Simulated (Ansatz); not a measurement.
Consider the formal hydrolysis of a C–B bond: `FB(F)C1CC1` + H₂O → `OC1CC1` + `FBF`.

Isolated molecules relaxed with PBE0-D4/def2-TZVP in Ansatz; ΔE leaves out vibrations. CBS: MP2 limit from def2 TZ/QZ plus the TZ coupled-cluster correction, frozen cores. This one scheme is used for every species. Functionals use def2-TZVPP. Each species was taken in one conformer, which may not be the lowest.

(1) Is it downhill or uphill in electronic energy at CCSD(T)/CBS, and by how much? (Estimate.)

(2) What do these levels give: LDA (SPW92), r2SCANh-D4, CAM-B3LYP-D4, B2PLYP, revPBE, r2SCAN0, LC-ωPBE, RPA@PBE/def2-TZVPP, CCSD/def2-SVP, CCSD(T)/def2-SVP, CCSD/def2-TZVPP, CCSD/CBS(def2)? (An estimate is asked.)

Largest T1 diagnostic among the species: 0.013.

## Answers

(1) The calculation gave: Uphill: ΔE = +110.9 kJ/mol.

(2) Computed: LDA (SPW92) 101.9, r2SCANh-D4 107.4, CAM-B3LYP-D4 98.9, B2PLYP 101.7, revPBE 97.9, r2SCAN0 107.3, LC-ωPBE 101.6, RPA@PBE/def2-TZVPP 99.3, CCSD/def2-SVP 90.6, CCSD(T)/def2-SVP 90.6, CCSD/def2-TZVPP 105.3, CCSD/CBS(def2) 109.9 kJ/mol.

In def2-TZVPP, CCSD(T) changes the Hartree–Fock value by +13.1 kJ/mol (the triples alone add +1.0 kJ/mol) and MP2 by +19.2 kJ/mol. Leaving LDA and LC-ωPBE aside and taking each functional with its dispersion term where it has one, the values, not all of them listed here, spread over 9.9 kJ/mol, from BLYP-D4 to r2SCAN0-D4.
